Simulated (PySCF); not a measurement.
Al(Me)(H) (CH4Al), SMILES [CH3][AlH+], charge +1. Atoms are numbered in the order given.

```xyz
6

Al     0.0000     0.0000    -0.7243
C      0.0000     0.0000     1.1745
H      0.8901    -0.5139     1.5504
H     -0.8901    -0.5139     1.5504
H      0.0000     1.0278     1.5504
H      0.0000     0.0000    -2.2821
```
Charge +1, spin multiplicity 1.

Geometry optimised at PBE0-D3(BJ)/def2-TZVP. The multiplicity is an assumed one; other spin states were not compared. The isomer is the one that the SMILES or the coordinates give; other isomers of the formula were not compared.

Computed with PySCF with HF/def2-TZVPD.

Mulliken values depend strongly on the basis, most of all with diffuse functions as here. ESP charges are fitted to the potential on shells at 1.4 to 2.0 van der Waals radii. Atomic charges (e):

```json
[
 {"atom": "Al1", "ESP fit": "?", "Mulliken": "0.90", "meta-Löwdin": "1.14"},
 {"atom": "C2", "ESP fit": "?", "Mulliken": "-0.59", "meta-Löwdin": "-0.59"},
 {"atom": "H3", "ESP fit": "?", "Mulliken": "0.23", "meta-Löwdin": "0.16"},
 {"atom": "H4", "ESP fit": "?", "Mulliken": "0.23", "meta-Löwdin": "0.16"},
 {"atom": "H5", "ESP fit": "?", "Mulliken": "0.23", "meta-Löwdin": "0.16"},
 {"atom": "H6", "ESP fit": "?", "Mulliken": "0.01", "meta-Löwdin": "-0.05"}
]
```

Q: Fill in the missing entries. (The exact figures need the calculation; the answer reports its results.)

A: 
- Al1, ESP fit: 1.24
- C2, ESP fit: -0.67
- H3, ESP fit: 0.20
- H4, ESP fit: 0.20
- H5, ESP fit: 0.20
- H6, ESP fit: -0.16
